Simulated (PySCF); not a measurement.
An unknown shows these calculated signals:

1H NMR (300 MHz, computed): δ 3.39 (s, 3H), 0.58 (s, 3H), 0.23 (br s, 2H).

13C{1H} NMR (computed): δ 127.7 (C), 2.7 (CH3).

PySCF calculation with geometry from GFN2-xTB and σ from GIAO-PBE0/pcSseg-1; no solvent model, non-relativistic, one averaged value for each set of equivalent atoms, one conformer.

Scale: 1H (σref 31.72) and 13C (σref 186.93) vs TMS (reference shieldings calculated alike).

Task: Which of these does the molecule contain: a ketone, a nitrile, an N-methyl group, an aldehyde, an NH or NH2 group, a Si–CH3 group?

Result: 
- A ketone: no.
- A nitrile: yes (δC 127.7).
- An N-methyl group: no.
- An aldehyde: no.
- An NH or NH2 group: yes (δH 0.23 (br s)).
- A Si–CH3 group: yes (δC 2.7; δH 0.58 (s)).

The data belong to `C[Si@](N)([SiH3])C#N`, C$_{2}$H$_{8}$N$_{2}$Si$_{2}$; they needn't prove each group on their own.

Carbon signals by region: 1 in the sp2 and nitrile region (100–160 ppm), 1 below 50 ppm.

OH/NH shifts are gas-phase values; hydrogen bonding in solution moves them, usually downfield. Shifts are as computed. Against solution values, carbons near 30 ppm lie about +3 ppm off and those near 130 ppm about +5 ppm. Of 1309 compounds with measured shifts, 239 miss one by over three times the rms of a fit or turn the order of signals round; such compounds aren't used in these exercises. Multiplicities follow the n + 1 count of equivalent neighbours, as no J values were calculated; m marks all less simple cases, F and P coupling included.
